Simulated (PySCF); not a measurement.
# Broadened absorption spectrum of H8OSi3

Compound: H₈OSi₃.
Bonds: O1–Si2, Si2–Si3, Si3–Si4. Hydrogens: H5 on O1; H6, H7 on Si2; H8, H9 on Si3; H10, H11, H12 on Si4.

Computed with PySCF 2.14.0, density-fitted response routines, TDDFT PBE0/def2-SVPD, vertical, gas phase, core orbitals frozen in the response. The structure is a single GFN2-xTB conformer in the gas phase; no vibrational or solvent corrections. Torsions of this conformer, `[OH:1][SiH2:2][SiH2:3][SiH3:4]`: O1–Si2–Si3–Si4 -87°, H–O1–Si2–Si3 -63°.

Broadening: Gaussians 0.25 eV wide at half height, area fixed by f = 4.319×10⁻⁹ ∫ε dν̃. The width is an assumption, not a result. The curve ends short of the highest state used, and states not computed would add to its high-energy end.

(E (eV), ε (L mol⁻¹ cm⁻¹)): (5.49, 1), (5.54, 4), (5.58, 12), (5.63, 39), (5.68, 97), (5.73, 194), (5.78, 312), (5.83, 401), (5.88, 414), (5.93, 342), (5.97, 250), (6.02, 138), (6.07, 62), (6.12, 23), (6.17, 17), (6.22, 62), (6.27, 271), (6.32, 965), (6.36, 2276), (6.41, 5451), (6.46, 10464), (6.51, 16114), (6.56, 19954), (6.61, 19993)

Q: Where are the band maxima, and which computed states make them?

A: 212 nm (5.86 eV), ε about 420, made up of S1 (100%); 188 nm (6.59 eV), ε about 20000, made up of S2 (98%) (ε in L mol⁻¹ cm⁻¹; maxima over ε = 5, shares over 10%). The states used: S1 5.86 eV (f 0.0039); S2 6.58 eV (f 0.187); S3 6.80 eV (f 0.023); S4 6.92 eV (f 0.0044); S5 7.10 eV (f 0.0043); S6 7.21 eV (f 0.047).

Q: On this curve, what absorbance would a 10⁻⁴ mol/L sample give at 193 nm over a 1 cm path?

A: 193 nm is 6.424 eV, where ε is about 6700 L mol⁻¹ cm⁻¹, so A = ε c l ≈ 0.67 (Beer–Lambert, with the gas-phase spectrum and the assumed width).

Q: Coming from long wavelengths, where does ε first pass 100 L mol⁻¹ cm⁻¹?

A: At about 218 nm (5.68 eV), 0.18 eV below S1.

Q: What would ε be at 6.59 eV, the highest of these maxima, with half the width (0.125 eV)?

A: About 39900 L mol⁻¹ cm⁻¹ against 20500, a factor of about 1.9; a lone state at its own centre would give exactly 2.
